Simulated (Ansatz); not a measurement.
Frontier orbitals of CH9BSi2 (`BC[SiH2][SiH3]`).

Cartesian coordinates in Å:
```
B -0.523 -0.728 1.633
C 0.012 0.690 1.426
Si -0.225 1.008 -0.440
Si 0.577 -0.749 -1.765
H 0.204 -1.673 1.503
H -1.686 -0.926 1.839
H 1.087 0.809 1.590
H -0.548 1.492 1.915
H 0.507 2.257 -0.789
H -1.668 1.221 -0.734
H 1.990 -1.057 -1.414
H 0.515 -0.371 -3.203
H -0.241 -1.974 -1.559
```

Total charge 0; spin multiplicity 1. The structure was optimised at the PBE0-D4/def2-TZVP level. It is one conformer, not always the lowest. Basis def2-TZVPP, Ansatz.

| functional | HOMO (eV) | LUMO (eV) | gap (eV) |
| --- | --- | --- | --- |
| PBE | -7.12 | -2.39 | 4.73 |
| BLYP | -6.99 | -2.22 | 4.77 |
| B97M-V | -7.49 | -2.20 | 5.29 |
| PBE0 | -8.23 | -1.43 | 6.80 |
| r2SCANh | -7.77 | -1.72 | 6.05 |
| r2SCAN0 | -8.38 | -1.23 | 7.15 |
| ωB97M-V | -10.26 | 0.45 | 10.71 |

From PBE to PBE0 the HOMO moves by −1.10 eV and the LUMO by +0.96 eV, and with ωB97M-V by −3.14 and +2.84 eV, so the gap grows from 4.73 to 10.71 eV with exact exchange. A positive LUMO is unbound and depends on the basis.
